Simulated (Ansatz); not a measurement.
CH5FOSSi can be A, `CO[SiH](F)S`, or B, `CS[SiH](O)F`.

Isolated molecules relaxed with PBE0-D4/def2-TZVP in Ansatz; ΔE leaves out vibrations. CCSD(T)/CBS is the MP2 limit (def2-TZVPP, def2-QZVPP) plus CCSD(T) − MP2 in def2-TZVPP, frozen cores. DFT in def2-TZVPP. B3LYP here is the variant with VWN-RPA as its local correlation; programs differ in this. One conformer a species, not always the lowest.

Q: Which isomer does CCSD(T)/CBS put lower? Give the gap. (Best estimate.)

A: Ansatz gave: B, by 11.3 kcal/mol.

Q: Give E(B) − E(A) in kcal/mol with PBE0-D4, B3LYP-D4, CCSD/def2-TZVPP, MP2/def2-TZVPP, B2PLYP, ωB97M-V, HF/def2-TZVPP. (An estimate is asked.)

A: Computed: PBE0-D4 -11.3, B3LYP-D4 -10.1, CCSD/def2-TZVPP -9.7, MP2/def2-TZVPP -11.8, B2PLYP -10.3, ωB97M-V -10.6, HF/def2-TZVPP -7.8. None reverses the order clearly.

Largest T1 diagnostic: 0.012.

In def2-TZVPP, CCSD(T) changes the Hartree–Fock value by −2.4 kcal/mol (the triples alone add −0.5 kcal/mol) and MP2 by −4.0 kcal/mol.
